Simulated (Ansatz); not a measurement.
## Relaxing a trial structure of CH6BGaS

The starting geometry of this gas-phase singlet was optimised with GFN2-xTB.

```xyz
10

C    -0.8196    0.9574   -1.9725
B    -0.9940    0.3552   -0.5529
Ga    1.1743   -1.2194   -1.5955
S     0.8525    0.9870   -1.1908
H     0.4648   -1.8087   -2.8673
H     2.1235   -2.1238   -0.7360
H    -1.0077   -0.8501   -0.4633
H    -1.3652    1.0013    0.3476
H    -1.1090    1.9755   -2.2000
H    -0.8296    0.3296   -2.8687
```

Problem. Predict what becomes of its bonds when it is optimised with B3LYP-D3(BJ)/def2-SVP.

Solution. A new bond forms, giving a structure with H7 bridging Ga3 and B2, given below by its coordinates. Distances that change by over a tenth: B2–Ga3 (2.88 → 2.50 Å). Contacts that close: Ga3–H7 (2.49 → 1.91 Å).

The energy falls by 0.30 eV over 10 steps:

| step | E − E(last) (eV) |
| --- | --- |
| 1 | 0.300 |
| 2 | 0.148 |
| 3 | 0.076 |
| 4 | 0.031 |
| 5 | 0.007 |
| 6 | 0.001 |
| 7 | 0.000 |
| 8 | 0.000 |
| 9 | 0.000 |
| 10 | 0.000 |

Final geometry (Å):

```xyz
10

C    -0.8595    1.0431   -2.0225
B    -0.7870    0.2891   -0.6675
Ga    0.9680   -1.2945   -1.4660
S     0.9344    1.0334   -1.4567
H     0.4646   -1.8863   -2.8199
H     1.8419   -1.9067   -0.3319
H    -0.7660   -0.9735   -0.7347
H    -1.0961    0.6999    0.4161
H    -1.2197    2.0770   -2.0390
H    -0.9907    0.5227   -2.9773
```

No frequencies were run, so the end isn't proven a minimum. Run with Ansatz 0.2.0, 47 s on 2 threads of Arm Neoverse N1, on a shared host.
